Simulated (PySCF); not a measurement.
**How methods differ on the excitation energy of Mg**

Mg [Ne] 3s2 (1S) → Mg [Ne] 3s1 3d1 (3D), as a difference of total energies. Computed with PySCF 2.14 in aug-cc-pVQZ-DK (7s6p4d3f2g, 84 functions), with scalar relativity by spin-free X2C-1e. Correlated levels: valence: [Ne] frozen. The calculations carry no spin-orbit coupling.

```csv
method,excitation energy (cm⁻¹),error (cm⁻¹)
UHF,43928,-4029
LDA,47579,-378
PBE,45999,-1958
PBE0,46606,-1352
r2SCAN,45705,-2252
BHandHLYP,49105,+1148
CAM-B3LYP,50210,+2253
M06-L,46356,-1601
MP2 (valence),48502,+545
SCS-MP2 (valence),50104,+2146
```

Reference: 47957 cm⁻¹ (measured; NIST levels, between the centres of gravity of the two terms).

Errors of the correlated levels include the incompleteness of this basis and the frozen core.

The promoted electron is Rydberg-like, and one or two diffuse shells describe it only roughly, which tends to raise the upper state.
